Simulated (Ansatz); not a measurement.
Mulliken charges of FH4OSiSn (`[F][SnH][O][SiH3]`) radical from r2SCAN/def2-TZVPP in Ansatz (PBE0-D4/def2-TZVP geometry).

```json
{"atom": "F1", "x (Å)": "-1.607", "y (Å)": "1.732", "z (Å)": "1.020", "charge (e)": "-0.478"}
{"atom": "Sn2", "x (Å)": "-0.421", "y (Å)": "1.875", "z (Å)": "-0.493", "charge (e)": "0.960"}
{"atom": "O3", "x (Å)": "0.210", "y (Å)": "0.039", "z (Å)": "-0.694", "charge (e)": "-0.603"}
{"atom": "Si4", "x (Å)": "0.714", "y (Å)": "-1.183", "z (Å)": "0.277", "charge (e)": "0.470"}
{"atom": "H5", "x (Å)": "-1.436", "y (Å)": "2.176", "z (Å)": "-1.877", "charge (e)": "-0.094"}
{"atom": "H6", "x (Å)": "1.729", "y (Å)": "-1.982", "z (Å)": "-0.457", "charge (e)": "-0.085"}
{"atom": "H7", "x (Å)": "-0.427", "y (Å)": "-2.061", "z (Å)": "0.644", "charge (e)": "-0.083"}
{"atom": "H8", "x (Å)": "1.330", "y (Å)": "-0.653", "z (Å)": "1.525", "charge (e)": "-0.086"}
```

Task: By hand: the dipole of these point charges (1 e Å = 4.8032 D).

Result: Σ q r = (0.482, 0.584, -0.381) e Å, of length 0.848 e Å = 4.07 D.

Task: How does the dipole of the full density compare? (Estimate.)

Result: Ansatz gave: (0.239, 0.351, -0.336) e Å, 2.60 D; the point charges give 1.57 times that, at 12° from its direction.

Point charges leave out the atoms' own dipoles, such as those of lone pairs, and Mulliken's split depends on the basis, so the two needn't agree.
